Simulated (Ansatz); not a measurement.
The same path of C2H6OSiTe (11 atoms, charge 0, multiplicity 1) was run twice with different band settings. The coordinate that changes most is the dihedral C3–C4–Te5–H11.

Computed with RKS PBE-D4/def2-SVP (Ansatz 0.2.0).

Relaxed end points:

```xyz
11
Properties=species:S:1:pos:R:3
Si -1.129 0.331 1.602
O -0.426 0.043 0.084
C 0.915 0.027 -0.164
C 1.436 -0.287 -1.367
Te 0.325 -0.821 -3.087
H -0.748 -0.752 2.575
H -0.675 1.661 2.142
H -2.603 0.329 1.352
H 1.582 0.299 0.678
H 2.527 -0.272 -1.502
H -1.139 -0.615 -2.292
```

```xyz
11
Properties=species:S:1:pos:R:3
Si -1.200 0.457 1.807
O -0.603 0.209 0.237
C 0.719 0.220 -0.116
C 1.121 -0.284 -1.297
Te -0.312 -1.130 -2.609
H -0.855 -0.703 2.699
H -0.605 1.716 2.380
H -2.681 0.584 1.647
H 1.428 0.680 0.599
H 2.175 -0.253 -1.604
H 0.877 -1.551 -3.722
```

Common settings: spring 5.0 eV/Å²; optimiser quadratic models (default); start path IDPP; force threshold 0.03 eV/Å; iteration limit 60; end points relaxed.

| run | movable images | climbing image |
| --- | --- | --- |
| 1 | 5 | yes |
| 2 | 4 | no |

What does each run give, and how far can it be trusted?

Run 1: converged after 12 iterations, highest image 0.068 eV above the first end. A vibrational analysis at the climbing image gives one clearly imaginary mode, 143i cm⁻¹, and a faint second one (24i cm⁻¹) that may be numerical noise or a soft torsion: probably a first-order saddle point.
Run 2: converged after 9 iterations, highest image 0.063 eV above the first end. No image climbed, so the highest image needn't sit at the top of the path.
